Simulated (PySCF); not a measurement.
Species: C₁₀H₉N.
Atom-mapped SMILES: `[CH:1]#[C:2]/[CH:3]=[CH:4]/[C:5](=[CH:6]/[CH3:7])/[CH:8]=[CH:9]/[C:10]#[N:11]` (hydrogens: H12 on C1; H13 on C3; H14 on C4; H15 on C6; H16, H17, H18 on C7; H19 on C8; H20 on C9)

Cartesian coordinates in Å at the GFN2-xTB level; atoms count from 1:
```
atom  x, y, z in Å
C1     4.4074    1.0891   -0.3409
C2     3.2117    0.9864   -0.2727
C3     1.8125    0.8725   -0.2048
C4     1.2001   -0.2635    0.1591
C5    -0.2382   -0.4522    0.2813
C6    -0.7012   -1.4791    1.0204
C7    -2.1213   -1.8580    1.2456
C8    -1.1443    0.4751   -0.3914
C9    -0.9468    0.9672   -1.6215
C10   -1.8541    1.8552   -2.2228
N11   -2.5893    2.5860   -2.7157
H12    5.4506    1.1816   -0.3987
H13    1.2558    1.7679   -0.4517
H14    1.8099   -1.1120    0.4433
H15    0.0199   -2.1307    1.4987
H16   -2.3351   -1.8683    2.3152
H17   -2.2939   -2.8688    0.8740
H18   -2.8176   -1.1894    0.7492
H19   -2.0413    0.7601    0.1446
H20   -0.0902    0.6916   -2.2230
```

Method: PBE0/pcSseg-1 in PySCF (dipole) on a GFN2-xTB geometry, gas phase.

Masses are those of the commonest isotopes; rigid-rotor values at the optimised geometry. The values belong to one conformer with, in the numbering `[CH:1]#[C:2]/[CH:3]=[CH:4]/[C:5](=[CH:6]/[CH3:7])/[CH:8]=[CH:9]/[C:10]#[N:11]`, C3–C4–C5–C6 -160°, C4–C5–C8–C9 40°.

**Question.** Give the principal moments of inertia and the rotational constants in MHz.

**Answer.** Ia = 457.15, Ib = 718.73, Ic = 1158.85 u·Å²; 505379 MHz·u·Å²/I gives A = 1105, B = 703.2, C = 436.1 MHz.

**Question.** What kind of rotor is it?

**Answer.** An asymmetric top. Ray's parameter κ = (2B − A − C)/(A − C) = -0.202; −1 is the prolate and +1 the oblate limit.

**Question.** Is it planar, by Δ = Ic − Ia − Ib?

**Answer.** Not planar: Δ = Ic − Ia − Ib = -17.03 u·Å². For a rigid frame Δ = −2 Σ m c², so Σ m c² = 8.51 u·Å² lies off the ab plane: 4.66 from hydrogen and 3.85 from heavier atoms. The atom farthest from that plane is 1.11 Å away.

**Question.** Where do the levels up to J = 4 lie, in cm⁻¹?

**Answer.** Above 0(0,0):
J = 1: 1(0,1) 0.0380, 1(1,1) 0.0514, 1(1,0) 0.0603
J = 2: 2(0,2) 0.1108, 2(1,2) 0.1185, 2(1,1) 0.1452, 2(2,1) 0.1855, 2(2,0) 0.1887
J = 3: 3(0,3) 0.2141, 3(1,3) 0.2174, 3(1,2) 0.2701, 3(2,2) 0.2995, 3(2,1) 0.3134, 3(3,1) 0.3906, 3(3,0) 0.3914
J = 4: 4(0,4) 0.3457, 4(1,4) 0.3469, 4(1,3) 0.4311, 4(2,3) 0.4490, 4(2,2) 0.4831, 4(3,2) 0.5473, 4(3,1) 0.5523, 4(4,1) 0.6686, 4(4,0) 0.6687
The levels of one J sum to (2J + 1)J(J + 1)(A + B + C)/3.

**Question.** Which lines would a microwave search look for?

**Answer.** The dipole components are |μa| = 1.97 D, |μb| = 4.40 D, |μc| = 0.51 D. Intensities carry the squares of the components, which stand as 0.20 : 1.00 : 0.01 (a : b : c). Some lines, for components of 0.1 D or more:

```json
{"type": "a", "branch": "Q", "J(Ka,Kc)": "3(2,1) ← 3(2,2)", "MHz": "418", "lower level (cm⁻¹)": "0.300"}
{"type": "c", "branch": "Q", "J(Ka,Kc)": "4(2,3) ← 4(1,3)", "MHz": "537", "lower level (cm⁻¹)": "0.431"}
{"type": "c", "branch": "Q", "J(Ka,Kc)": "3(2,2) ← 3(1,2)", "MHz": "882", "lower level (cm⁻¹)": "0.270"}
{"type": "c", "branch": "Q", "J(Ka,Kc)": "3(3,1) ← 3(2,1)", "MHz": "2314", "lower level (cm⁻¹)": "0.313"}
{"type": "b", "branch": "R", "J(Ka,Kc)": "3(0,3) ← 2(1,2)", "MHz": "2865", "lower level (cm⁻¹)": "0.119"}
{"type": "c", "branch": "Q", "J(Ka,Kc)": "4(4,1) ← 4(3,1)", "MHz": "3487", "lower level (cm⁻¹)": "0.552"}
{"type": "a", "branch": "R", "J(Ka,Kc)": "3(1,2) ← 2(1,1)", "MHz": "3743", "lower level (cm⁻¹)": "0.145"}
{"type": "b", "branch": "R", "J(Ka,Kc)": "4(1,4) ← 3(0,3)", "MHz": "3982", "lower level (cm⁻¹)": "0.214"}
{"type": "a", "branch": "R", "J(Ka,Kc)": "4(2,3) ← 3(2,2)", "MHz": "4480", "lower level (cm⁻¹)": "0.300"}
{"type": "b", "branch": "R", "J(Ka,Kc)": "4(2,3) ← 3(1,2)", "MHz": "5362", "lower level (cm⁻¹)": "0.270"}
{"type": "b", "branch": "R", "J(Ka,Kc)": "4(3,1) ← 3(2,2)", "MHz": "7577", "lower level (cm⁻¹)": "0.300"}
```

**Question.** Estimate the classical rotational partition function at 10 K, 298.15 K and 500 K.

**Answer.** Point group C1, symmetry number σ = 1; q = (√π/σ)·√((kT/h)³/(ABC)), k/h = 20836.6 MHz/K: 9160 at 10 K, 1490000 at 298.15 K, 3240000 at 500 K.

Whether it is a minimum is left open (no frequencies). These are rigid-rotor constants of the computed structure; measured ground-state constants (B0) also hold zero-point vibration. A rigid rotor knows nothing of internal rotation, which can split or shift real lines. Quadrupole hyperfine structure (14N) is left out.
